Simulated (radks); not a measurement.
Values are calculated unless marked as measured or tabulated.
Effect of the nuclear size on the potassium ion K3+, [Ne] 3s2 3p4. Code: a radial shooting solver on a logarithmic mesh with Libxc functionals. Model: Dirac Kohn-Sham, PBE, spin-unpolarised, spherical densities, finite nucleus; open shells are shared between the two j in proportion to 2j + 1; Fermi nuclear charge, rms radius 3.4349 fm. The rms radius is varied about that value; shifts are against it.

rms radius (fm)  total energy shift (eV)  density at nucleus (e/bohr^3)  1s1/2 shift (meV)  2s1/2 shift (meV)
2.9849                          -0.00579                           5215              -2.43             -0.188
3.1361                          -0.00393                           5209              -1.65             -0.128
3.4349                                 0                           5198              0.000              0.000
3.6101                           0.00247                           5192               1.04              0.080
3.8574                           0.00615                           5184               2.59              0.200

Slopes of the eigenvalues against <r^2> in GHz/fm^2, as finite differences over the two radii next to the reference (eigenvalue slopes, not the field-shift constants of lines): 1s1/2 204, 2s1/2 15.7.
